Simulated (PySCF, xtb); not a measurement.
B(CF3)(Cl)(H) (CHBClF3), SMILES B(Cl)C(F)(F)F.

GFN2-xTB in xtb at its own geometry gives an orbital gap of 3.47 eV and a dipole moment of 3.07 D.

Geometry: B3LYP-D3(BJ)/def2-SVP. This is a generated structure with no PubChem entry under its InChIKey; it may be hypothetical.

**Question.** What does M06-2X/def2-TZVP (PySCF) give? (The exact figures need the calculation; the answer reports its results.)

**Answer.** gap 9.16 eV (levels -10.77 and -1.61 eV), dipole 1.77 D.
